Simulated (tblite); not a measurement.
C₇H₉OPSi.
SMILES with atom numbers: `[CH2:1]=[CH:2]/[C:3]([SiH3:4])=[P:5]/[c:6]1[cH:7][cH:8][o:9][cH:10]1` (hydrogens: H11, H12 on C1; H13 on C2; H14, H15, H16 on Si4; H17 on C7; H18 on C8; H19 on C10)

Computed with GFN2-xTB (tblite), gas phase: L-BFGS steps from a force-field or distance-geometry start until the largest atomic force falls under 0.01 eV/Å.

Step 45: E = -756.5443 eV
```
atom  x, y, z in Å  |  force x, y, z in eV/Å
C1      3.6491   -0.6030   -0.4993   -0.029  -0.029   0.030
C2      2.4163   -1.0765   -0.6642   -0.076  -0.096  -0.016
C3      1.1648   -0.4252   -0.3585   -0.035   0.039  -0.039
Si4     1.1579    1.4223    0.0387   -0.151  -0.002  -0.084
P5     -0.1505   -1.4925   -0.5624    0.015   0.025   0.068
C6     -1.6773   -0.6192   -0.1402    0.194  -0.067   0.042
C7     -2.0301    0.3972    0.7967   -0.009  -0.045  -0.048
C8     -3.3717    0.5592    0.6836   -0.018   0.046   0.026
O9     -3.8811   -0.2846   -0.2245   -0.168  -0.157  -0.236
C10    -2.8635   -1.0065   -0.7081   -0.101   0.020  -0.057
H11     4.4993   -1.1981   -0.7871    0.059   0.080   0.071
H12     3.8344    0.3638   -0.0671    0.107  -0.010  -0.030
H13     2.3049   -2.0766   -1.0636    0.059  -0.163  -0.077
H14     2.3917    2.0535   -0.4303   -0.056   0.038  -0.023
H15     0.0274    2.0249   -0.6762    0.010   0.027   0.065
H16     1.0444    1.6025    1.4859    0.001   0.047   0.091
H17    -1.3856    0.8966    1.4801    0.170   0.138   0.059
H18    -4.0651    1.2293    1.1527    0.043  -0.012   0.092
H19    -3.0750   -1.7577   -1.4486   -0.014   0.121   0.064
```

Step 46: E = -756.5455 eV
```
atom  x, y, z in Å  |  force x, y, z in eV/Å
C1      3.6466   -0.6031   -0.4565   -0.139  -0.090  -0.002
C2      2.4146   -1.0771   -0.6517    0.000  -0.031   0.014
C3      1.1550   -0.4261   -0.3573    0.078   0.055  -0.066
Si4     1.1395    1.4418   -0.0142   -0.054  -0.149  -0.064
P5     -0.1510   -1.5081   -0.5488    0.100   0.016   0.056
C6     -1.6738   -0.6331   -0.1346   -0.115  -0.100   0.003
C7     -2.0165    0.3460    0.8510   -0.079  -0.020  -0.108
C8     -3.3534    0.5513    0.7125   -0.009  -0.175  -0.161
O9     -3.8686   -0.2425   -0.2515    0.012   0.094   0.074
C10    -2.8622   -0.9726   -0.7460    0.156   0.140   0.064
H11     4.5003   -1.1995   -0.7409    0.003   0.139   0.108
H12     3.8309    0.3587   -0.0038    0.045  -0.115  -0.087
H13     2.3122   -2.0778   -1.0653    0.070   0.005  -0.005
H14     2.3650    2.0571   -0.5471   -0.177  -0.020   0.031
H15    -0.0203    1.9981   -0.7213    0.030   0.040   0.090
H16     1.0685    1.6665    1.4356    0.000   0.040  -0.031
H17    -1.3676    0.7988    1.5791   -0.063  -0.047  -0.224
H18    -4.0418    1.2168    1.1968    0.052  -0.043   0.071
H19    -3.0872   -1.6859   -1.5282    0.091   0.263   0.235
```

Step 47: E = -756.5524 eV
```
atom  x, y, z in Å  |  force x, y, z in eV/Å
C1      3.6493   -0.6075   -0.4876   -0.054  -0.055   0.006
C2      2.4136   -1.0751   -0.6617   -0.024  -0.056  -0.009
C3      1.1596   -0.4195   -0.3594    0.038   0.003  -0.052
Si4     1.1450    1.4346    0.0257   -0.037  -0.082  -0.015
P5     -0.1484   -1.4979   -0.5548    0.059  -0.005   0.044
C6     -1.6755   -0.6310   -0.1375   -0.017  -0.057   0.001
C7     -2.0239    0.3776    0.8103   -0.008   0.028  -0.003
C8     -3.3643    0.5568    0.6878   -0.013  -0.053  -0.048
O9     -3.8791   -0.2745   -0.2373   -0.031   0.010  -0.032
C10    -2.8653   -1.0012   -0.7190    0.051   0.080   0.021
H11     4.4983   -1.2087   -0.7715    0.019   0.085   0.071
H12     3.8510    0.3575   -0.0549    0.025  -0.044  -0.039
H13     2.3041   -2.0774   -1.0675    0.052  -0.033  -0.013
H14     2.3784    2.0611   -0.4579   -0.083   0.012  -0.007
H15     0.0130    2.0304   -0.6850   -0.045   0.043   0.038
H16     1.0432    1.6298    1.4764    0.003   0.030   0.010
H17    -1.3729    0.8664    1.5055    0.013   0.023  -0.088
H18    -4.0511    1.2291    1.1637    0.032  -0.029   0.068
H19    -3.0848   -1.7411   -1.4675    0.019   0.100   0.046
```

Step 48: E = -756.5547 eV
```
atom  x, y, z in Å  |  force x, y, z in eV/Å
C1      3.6467   -0.6077   -0.4822   -0.033  -0.030   0.014
C2      2.4126   -1.0778   -0.6602   -0.006  -0.044  -0.012
C3      1.1591   -0.4205   -0.3602    0.039  -0.007  -0.050
Si4     1.1437    1.4346    0.0181   -0.033  -0.073  -0.006
P5     -0.1481   -1.4992   -0.5525    0.046  -0.024   0.039
C6     -1.6747   -0.6311   -0.1371    0.013  -0.025   0.031
C7     -2.0231    0.3729    0.8163   -0.005   0.013  -0.018
C8     -3.3628    0.5548    0.6912   -0.023  -0.019  -0.017
O9     -3.8771   -0.2693   -0.2400   -0.028   0.015  -0.027
C10    -2.8630   -0.9943   -0.7231    0.013   0.055  -0.006
H11     4.4992   -1.2038   -0.7653    0.019   0.069   0.070
H12     3.8453    0.3573   -0.0464    0.015  -0.058  -0.047
H13     2.3057   -2.0799   -1.0672    0.046  -0.024  -0.010
H14     2.3749    2.0606   -0.4729   -0.092   0.010  -0.007
H15     0.0064    2.0243   -0.6896   -0.040   0.044   0.040
H16     1.0482    1.6353    1.4689    0.002   0.028   0.002
H17    -1.3717    0.8560    1.5150    0.012   0.026  -0.084
H18    -4.0490    1.2258    1.1712    0.041  -0.042   0.056
H19    -3.0820   -1.7287   -1.4763    0.016   0.084   0.031
```

**Question.** Estimate the geometry and energy of step 49. (The exact step hangs on the optimiser's Hessian estimate; all steps are aligned on step 48, rigid shifts and turns removed.)

**Answer.** E = -756.5639 eV, largest force 0.173 eV/Å
```
atom  x, y, z in Å  |  force x, y, z in eV/Å
C1      3.6309   -0.6087   -0.4392    0.082   0.013   0.012
C2      2.4078   -1.0936   -0.6482    0.118   0.045  -0.024
C3      1.1553   -0.4272   -0.3665    0.032  -0.088  -0.038
Si4     1.1308    1.4367   -0.0397   -0.013  -0.021   0.046
P5     -0.1459   -1.5126   -0.5349   -0.012  -0.102   0.015
C6     -1.6677   -0.6353   -0.1305   -0.041   0.059   0.036
C7     -2.0153    0.3322    0.8622   -0.022  -0.021  -0.049
C8     -3.3502    0.5416    0.7188   -0.017   0.030   0.034
O9     -3.8628   -0.2271   -0.2619    0.071   0.118   0.104
C10    -2.8493   -0.9435   -0.7571    0.008   0.035   0.026
H11     4.5066   -1.1734   -0.7153   -0.013  -0.012   0.073
H12     3.8105    0.3522    0.0166   -0.047  -0.063  -0.065
H13     2.3191   -2.0947   -1.0661    0.013   0.053   0.023
H14     2.3443    2.0581   -0.5894   -0.158  -0.020   0.005
H15    -0.0451    1.9825   -0.7244    0.012   0.043   0.063
H16     1.0836    1.6841    1.4112   -0.009   0.008  -0.081
H17    -1.3622    0.7720    1.5914   -0.059  -0.004  -0.133
H18    -4.0300    1.2003    1.2262    0.033  -0.062   0.014
H19    -3.0701   -1.6341   -1.5455    0.021  -0.010  -0.062
```

The energy changes by -0.0091 eV. The first-order estimate −F·Δx gives -0.0159 eV and the mean of the old and new forces, exact on a quadratic surface, -0.0088 eV. The step makes an angle of 79° with the force vector and moves no atom by more than 0.120 Å.

The cost below is that of the whole relaxation. Hardware: Intel Xeon Platinum 8488C, one thread (shared host). Cost: 1.1 s of wall time.
